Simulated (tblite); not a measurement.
Species: C7H4FN2 (doublet state).
SMILES with atom numbers: `[H]/[N:7]=[C:6]1\[C@@:3]([C:2]#[C:1])([C:4]#[N:5])[C@H:9]([F:10])[CH2:8]1` (hydrogens: H11 on N7; H12, H13 on C8; H14 on C9)
Bond orders are those of one Lewis drawing.

Computed with GFN2-xTB (tblite), gas phase: L-BFGS steps from a force-field or distance-geometry start until the largest atomic force falls under 0.01 eV/Å.

The end geometry, which sets the zero of energy:
```
atom  x, y, z in Å
C1     -0.0190   -2.6194   -1.5958
C2      0.1171   -1.5717   -1.0241
C3      0.4213   -0.5078   -0.0760
C4      1.8076   -0.5308    0.2987
N5      2.9139   -0.5094    0.5875
C6     -0.0597    0.8776   -0.5990
N7      0.2776    1.6545   -1.4974
C8     -1.1054    0.9669    0.4674
C9     -0.5839   -0.3311    1.1035
F10    -1.5171   -1.3140    1.2115
H11     1.0281    1.3971   -2.1285
H12    -1.0643    1.8633    1.0820
H13    -2.1129    0.8515    0.0667
H14    -0.1040   -0.2270    2.0813
```

Problem. These geometries come from the run, each turned onto the end geometry. Order them by energy, lowest first.
A.
```
atom  x, y, z in Å
C1     -0.7239   -2.3886   -1.5017
C2     -0.0849   -1.5130   -0.9826
C3      0.4801   -0.4998   -0.0856
C4      1.8734   -0.7499    0.1208
N5      2.9908   -0.9364    0.2964
C6     -0.0308    0.9015   -0.5722
N7      0.4764    1.8894   -1.1022
C8     -1.3006    0.7002    0.1971
C9     -0.4274   -0.1520    1.1414
F10    -1.0210   -1.1721    1.8044
H11     1.4490    1.8277   -1.3982
H12    -1.8233    1.5827    0.5421
H13    -1.9984    0.0648   -0.3579
H14     0.1399    0.4451    1.8761
```
B.
```
atom  x, y, z in Å
C1     -0.4943   -2.5192   -1.4285
C2     -0.0232   -1.5161   -0.9609
C3      0.4857   -0.4726   -0.0627
C4      1.8848   -0.6865    0.1837
N5      3.0132   -0.8701    0.2400
C6     -0.0343    0.8958   -0.5888
N7      0.4448    1.8428   -1.2198
C8     -1.2721    0.7968    0.2533
C9     -0.4921   -0.2084    1.1160
F10    -1.1709   -1.2938    1.5663
H11     1.3718    1.7681   -1.6232
H12    -1.5787    1.7270    0.7319
H13    -2.1233    0.2909   -0.2171
H14    -0.0121    0.2451    1.9875
```
C.
```
atom  x, y, z in Å
C1     -0.0620   -2.6382   -1.5761
C2      0.0729   -1.5823   -1.0197
C3      0.4073   -0.5142   -0.0864
C4      1.8018   -0.5460    0.2569
N5      2.9129   -0.5097    0.5212
C6     -0.0617    0.8788   -0.5975
N7      0.3320    1.6848   -1.4468
C8     -1.1322    0.9512    0.4450
C9     -0.5760   -0.3190    1.1084
F10    -1.4824   -1.3178    1.2772
H11     1.1164    1.4403   -2.0409
H12    -1.1388    1.8586    1.0453
H13    -2.1254    0.7872    0.0256
H14    -0.0657   -0.1740    2.0656
```
D.
```
atom  x, y, z in Å
C1     -0.3016   -2.6008   -1.4020
C2     -0.0025   -1.5273   -0.9473
C3      0.4639   -0.4644   -0.0587
C4      1.8706   -0.6397    0.1503
N5      2.9996   -0.7703    0.2720
C6     -0.0298    0.8991   -0.5738
N7      0.4061    1.7938   -1.3102
C8     -1.2138    0.8678    0.3370
C9     -0.5300   -0.2602    1.1278
F10    -1.3049   -1.3437    1.4150
H11     1.2875    1.6878   -1.7954
H12    -1.4587    1.7930    0.8595
H13    -2.1108    0.5064   -0.1683
H14    -0.0764    0.0580    2.0717
```
E.
```
atom  x, y, z in Å
C1     -0.1621   -2.6460   -1.4760
C2      0.0561   -1.5584   -1.0114
C3      0.4210   -0.5008   -0.0762
C4      1.8258   -0.5911    0.2078
N5      2.9547   -0.6169    0.3893
C6     -0.0357    0.9084   -0.5684
N7      0.3890    1.7436   -1.3711
C8     -1.1689    0.9258    0.4111
C9     -0.5618   -0.2960    1.1164
F10    -1.4366   -1.3104    1.3420
H11     1.1920    1.5388   -1.9561
H12    -1.3227    1.8348    0.9894
H13    -2.1070    0.6507   -0.0760
H14    -0.0444   -0.0828    2.0570
```

Solution. C (0.004 eV), E (0.020 eV), D (0.062 eV), B (0.125 eV), A (0.267 eV).

In the order of the answer:

| step | E above end (eV) | largest force (eV/Å) | rms force component (eV/Å) | rms distance from end (Å) | rms bond change (Å) | bond most changed (Å) |
| --- | --- | --- | --- | --- | --- | --- |
| 50 | 0.004 | 0.11 | 0.030 | 0.065 | 0.000 | C4≡N5 -0.001 |
| 39 | 0.020 | 0.12 | 0.048 | 0.172 | 0.001 | C3–C6 +0.004 |
| 27 | 0.062 | 0.47 | 0.124 | 0.304 | 0.005 | C3–C6 -0.018 |
| 20 | 0.125 | 0.36 | 0.124 | 0.436 | 0.004 | C2–C3 +0.011 |
| 12 | 0.267 | 0.65 | 0.176 | 0.614 | 0.006 | C3–C6 +0.012 |

The cost below is that of the whole relaxation. The run took 0.37 s wall on AMD EPYC 9R45, one thread (shared host).
